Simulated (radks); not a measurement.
Problem. The mean radii <r> (bohr) of the occupied orbitals of an atom or ion are listed with their occupations. All-electron calculation, Dirac Kohn-Sham, PBE, spin-unpolarised, spherical densities, finite nucleus; Fermi nuclear charge, rms radius of each element as measured or else 0.836 A^(1/3) + 0.57 fm. Program: a radial shooting solver on a logarithmic mesh with Libxc functionals.

orbital  occ.      <r>
1s1/2       2  0.01687
2s1/2       2  0.07047
2p1/2       2  0.05798
2p3/2       4  0.06653
3s1/2       2   0.1833
3p1/2       2   0.1736
3p3/2       4   0.1892
3d3/2       4   0.1648
3d5/2       6   0.1696
4s1/2       2   0.4069
4p1/2       2   0.4093
4p3/2       4   0.4433
4d3/2       4   0.4518
4d5/2       6   0.4629
5s1/2       2   0.9185
4f5/2       6   0.4937
4f7/2       8   0.5006
5p1/2       2   0.9850
5p3/2       4    1.071
5d3/2     2.4    1.319
5d5/2     3.6    1.353

Name the element and its charge. Open shells, if any, are shared by 2j + 1.

Solution. Z = 79, gold, charge +5: Au5+ in [Xe] 4f14 5d6. The 1s radius gives Z: for a bare nucleus <r> = (2 gamma + 1)/(2Z) with gamma = sqrt(1 - (Z/c)^2), 0.01667 bohr for Z = 79, and screening makes it slightly larger (0.01687 here). The occupations add up to 74, and the charge is Z minus that.
